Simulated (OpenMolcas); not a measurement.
Cr3+ with 6 ligands (chloride) in tetragonal octahedral coordination (D4h). The axial distance is 1.05 times the equatorial one, R.

```yaml
Program: OpenMolcas
Method: "SS-CASPT2, IPEA 0.25 Eh, imaginary shift 0.1 Eh (closed shells correlated: 3s 3p and the ligand valence shells)"
Basis: ANO-RCC-VDZP [5s4p2d1f]
Scalar_Hamiltonian: DKH2, point nucleus
Active_space: 3 electrons in 5 orbitals (3d)
State_averaging: 2S+1 = 4 even, 10 roots; 2S+1 = 2 even, 40 roots
Spin-orbit_coupling: RASSI with atomic mean-field integrals over the reference wave functions
```

All ligands move together. At R = 2.23 Å the first state of the same spin is 15300 cm-1, and at R = 2.44 Å it is 10140 cm-1.

Question: A third run gives 10590 cm-1. What distance was it run at?

Answer: With a power law R^-n the two known points give n = -ln(10140 / 15300) / ln(2.44 / 2.23) = 4.57. Then R = 2.23 × (15300 / 10590)^(1/4.57) = 2.417 Å. The run was at 2.38 Å, so the estimate is off by +0.037 Å.

Over all roots computed the reference weight is 0.65 to 0.67 in R = 2.23, 0.65 to 0.67 in R = 2.38, 0.65 to 0.67 in R = 2.44; a low but even weight reflects the number of correlated electrons. Ligand-to-metal charge-transfer states are missing. With no ligand orbital active B as a rule stays too high, so bands that hang on it stand too high and its fall with covalency is understated. With one d shell and no ligand orbital active, 10Dq can be off by a tenth or more. The least metal-like active orbital is 83 % on the metal (Löwdin) and no ligand orbital is active, so the numbers are rough (holds for R = 2.23). No measured value stands beside these numbers; the geometry was imposed, not optimised, and the real ion may take another.
